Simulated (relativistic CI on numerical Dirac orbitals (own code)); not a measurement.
**A ladder of approximations for the levels of F2+**

Calculated with a relativistic CI code on KLI orbitals (one set per configuration, finite nucleus), adding one ingredient at a time: step 1, Dirac-Coulomb, each configuration alone; step 2, with Breit and QED terms; step 3, with configuration mixing; step 4, with scaled Slater integrals (0.85); step 5, with a P86 correlation estimate; step 6, tied to the ionisation limit. P86 is a density functional for the correlation energy, evaluated here for each configuration and added to its levels. Step 6 is semi-empirical: configurations made of the next ion and one excited electron move by -269 cm⁻¹, so that their limit matches the tabulated ionisation energy, and those with a non-penetrating f or g electron also take the P86 value of the least penetrating other one.

Configurations in the expansion (outside the closed core 1s2): 2s²2p³, 2s2p⁴, 2s²2p²3s, 2s²2p²3p, 2s²2p²3d, 2p⁵, 2s²2p²4p, 2s2p³3p, 2s²2p²4d, 2s²2p²4s, 2s²2p²4f, 2s2p³3s, 2p⁴3s, 2s²2p3s3p, 2p⁴3p, 2s²2p3s², 2s²3s²3p, 2s²3s²3d, 2s²3s²4p, 2s2p3s²3p.

Computed minus measured energy above the ground level, in cm⁻¹, for 19 of the 64 excited levels that pair in every step (one J of a term; a digit in brackets numbers repeated terms):

```
Configuration  Term    J  Measured  Step 1  Step 2  Step 3  Step 4  Step 5  Step 6
        2s2p⁴    4P  5/2    151898    1070    1001    -380    2906    4078    4077
        2s2p⁴    2D  5/2    210240   12076   11993    9707    3019    4208    4206
        2s2p⁴    2S  1/2    248260   11137   11114    8591   -3623   -2422   -2425
     2s²2p²3s    4P  1/2    316707    -527    -498   -7584   -8645   -3558   -3822
     2s²2p²3s    2P  1/2    324490    -610    -590   -6312   -9107   -4059   -4321
     2s²2p²3s    2D  5/2    344016    1964    1920   -4631  -10227   -5145   -5409
     2s²2p²3p   2S°  1/2    344438     336     295   -6387   -6807   -1329   -1593
     2s²2p²3p   4D°  1/2    348700    -875    -858   -6644   -7653   -2177   -2441
     2s²2p²3p   4P°  3/2    351328    -878    -911   -6954   -8187   -2710   -2973
     2s²2p²3d    4F  3/2    387257   -1971   -1967   -1429   -4408    1225     957
     2s²2p²3d    2P  1/2    389736   -2611   -2676     -57   -3972    1615    1350
     2s²2p²3d    4D  5/2    390076   -1938   -1963   -1258   -4666     963     696
     2s²2p²4p   4D°  1/2    426426   -2891   -2879   -2150   -5318    1578    1312
     2s²2p²4p   4P°  1/2    427457   -2904   -2920   -2042   -5412    1489    1221
     2s²2p²4p   2D°  3/2    429105   -1738   -1743      -6   -3905    2982    2714
      2s2p³3p    4P  3/2    434567  -16505  -16628  -15034   -5498    1079    1073
     2s²2p²4d    2P  3/2    441159   -3386   -3398   -1308   -5090    1729    1462
     2s²2p²4d    4P  5/2    442153   -3277   -3331   -1766   -5434    1394    1132
     2s²2p²4d    2D  3/2    444960   -2889   -2931   -1778   -6313     334      66
```

Mean absolute errors in cm⁻¹, over all paired levels and for the configurations:

| Configuration, levels | Step 1 | Step 2 | Step 3 | Step 4 | Step 5 | Step 6 |
| --- | --- | --- | --- | --- | --- | --- |
| all, 64 | 3212 | 3226 | 3910 | 5912 | 2456 | 2408 |
| 2s2p⁴, 8 | 9748 | 9685 | 7627 | 2396 | 3297 | 3295 |
| 2s²2p²3s, 8 | 2509 | 2511 | 6782 | 10188 | 5105 | 5367 |
| 2s²2p²3p, 14 | 1293 | 1281 | 5618 | 8222 | 2742 | 3005 |
| 2s²2p²3d, 15 | 1585 | 1622 | 902 | 4355 | 1272 | 1005 |
| 2s²2p²4p, 11 | 2472 | 2510 | 1492 | 4796 | 2090 | 1823 |
| 2s2p³3p, 1 | 16505 | 16628 | 15034 | 5498 | 1079 | 1073 |
| 2s²2p²4d, 7 | 3138 | 3198 | 1618 | 5569 | 1203 | 938 |

Measured levels: Moore, Atomic Energy Levels, vol. I, NSRDS-NBS 35 (1971 reprint of NBS Circular 467, 1949). The analysis dates from before 1960. Some J values or terms of the table were assigned by a fit.

Problem. What does each ingredient do to the ground and the excited configurations, and where is the model closest to experiment?

Solution. Mixing lowers the ground level by 1151; relative to it the configurations that move most are 2s²2p²3s by -8633, 2s²2p²3p by -6151, 2s2p⁴ by -2345. The P86 estimate moves 2s²2p²4p by +6886, 2s²2p²4d by +6773, 2s2p³3p by +6576, and takes the mean absolute error of the excited configurations from 5912 to 2456. Step 6 takes that error from 2456 to 2408. The mean absolute error is lowest at step 6 (2408 cm⁻¹), and the largest single drop is from step 4 to 5 (5912 to 2456).
